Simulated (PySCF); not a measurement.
C₆H₅FOS.
SMILES: `CC1=CSC=C(F)C1=O`

Method used: PBE0/def2-SVPD in PySCF (dipole) on a GFN2-xTB geometry, gas phase.

Take the most abundant isotopes and a rigid rotor. 

**Question.** Give the principal moments of inertia and the rotational constants in MHz.

**Answer.** Ia = 297.52, Ib = 319.49, Ic = 613.92 u·Å²; 505379 MHz·u·Å²/I gives A = 1699, B = 1582, C = 823.2 MHz.

**Question.** Classify the top.

**Answer.** An asymmetric top. Ray's parameter κ = (2B − A − C)/(A − C) = 0.733; −1 is the prolate and +1 the oblate limit.

**Question.** Is it planar, by Δ = Ic − Ia − Ib?

**Answer.** Not planar: Δ = Ic − Ia − Ib = -3.08 u·Å². For a rigid frame Δ = −2 Σ m c², so Σ m c² = 1.54 u·Å² lies off the ab plane, practically all of it from hydrogen. The atom farthest from that plane is 0.88 Å away.

**Question.** Give the coordinates in the principal-axis frame, origin at the centre of mass.

**Answer.** The sense of each axis is arbitrary; atoms in the order of the calculation.
| atom | mass (u) | a (Å) | b (Å) | c (Å) |
| --- | --- | --- | --- | --- |
| C1 | 12.000 | -1.311 | 2.474 | 0.000 |
| C2 | 12.000 | -0.406 | 1.283 | 0.000 |
| C3 | 12.000 | 0.930 | 1.428 | 0.001 |
| S4 | 31.972 | 2.106 | 0.167 | 0.000 |
| C5 | 12.000 | 1.111 | -1.229 | -0.001 |
| C6 | 12.000 | -0.232 | -1.197 | 0.000 |
| F7 | 18.998 | -0.873 | -2.381 | 0.000 |
| C8 | 12.000 | -1.099 | -0.014 | 0.001 |
| O9 | 15.995 | -2.315 | -0.101 | -0.001 |
| H10 | 1.008 | -1.949 | 2.441 | 0.881 |
| H11 | 1.008 | -1.967 | 2.427 | -0.868 |
| H12 | 1.008 | -0.751 | 3.404 | -0.014 |
| H13 | 1.008 | 1.387 | 2.407 | -0.001 |
| H14 | 1.008 | 1.646 | -2.167 | -0.001 |

**Question.** Where do the levels up to J = 4 lie, in K?

**Answer.** Above 0(0,0), as E/k:
J = 1: 1(0,1) 0.115, 1(1,1) 0.121, 1(1,0) 0.157
J = 2: 2(0,2) 0.315, 2(1,2) 0.315, 2(1,1) 0.425, 2(2,1) 0.442, 2(2,0) 0.473
J = 3: 3(0,3) 0.591, 3(1,3) 0.591, 3(1,2) 0.785, 3(2,2) 0.788, 3(2,1) 0.889, 3(3,1) 0.923, 3(3,0) 0.948
J = 4: 4(0,4) 0.947, 4(1,4) 0.947, 4(1,3) 1.220, 4(2,3) 1.220, 4(2,2) 1.409, 4(3,2) 1.418, 4(3,1) 1.509, 4(4,1) 1.565, 4(4,0) 1.583

**Question.** Which lines would a microwave search look for?

**Answer.** The dipole components are |μa| = 4.16 D, |μb| = 2.07 D, |μc| = 0.00 D; the mirror of this Cs structure is the ab plane, so μc vanishes by symmetry and there are no c-type lines. Intensities carry the squares of the components, which stand as 1.00 : 0.25 (a : b). Some lines, for components of 0.1 D or more:

```tsv
type	branch	J(Ka,Kc)	MHz	lower level (cm⁻¹)
a	Q	2(2,0) ← 2(2,1)	654	0.307
a	Q	1(1,0) ← 1(1,1)	759	0.084
b	Q	1(1,0) ← 1(0,1)	875	0.080
b	Q	2(2,0) ← 2(1,1)	1005	0.295
a	Q	2(1,1) ← 2(1,2)	2276	0.219
b	Q	2(1,1) ← 2(0,2)	2288	0.219
a	R	1(0,1) ← 0(0,0)	2405	0.000
b	R	1(1,1) ← 0(0,0)	2522	0.000
b	Q	2(2,1) ← 2(1,2)	2626	0.219
b	R	2(0,2) ← 1(1,1)	4039	0.084
a	R	2(1,2) ← 1(1,1)	4051	0.084
a	R	2(0,2) ← 1(0,1)	4156	0.080
b	R	2(1,2) ← 1(0,1)	4168	0.080
a	R	2(1,1) ← 1(1,0)	5569	0.109
b	R	2(2,1) ← 1(1,0)	5919	0.109
b	R	2(2,0) ← 1(1,1)	7332	0.084
```

**Question.** Estimate the classical rotational partition function at 200 K, 298.15 K and 500 K.

**Answer.** Point group Cs, symmetry number σ = 1; q = (√π/σ)·√((kT/h)³/(ABC)), k/h = 20836.6 MHz/K: 321000 at 200 K, 584000 at 298.15 K, 1270000 at 500 K.

Not checked by GFN2-xTB frequencies. Zero-point vibration and centrifugal distortion are left out. A rigid rotor knows nothing of internal rotation, which can split or shift real lines.

Time: 85 s wall. Hardware: one thread of an Arm Neoverse N1, no GPU, on a shared host. This is the PBE0/def2-SVPD job that gave the dipole, with the excitations it also computed.
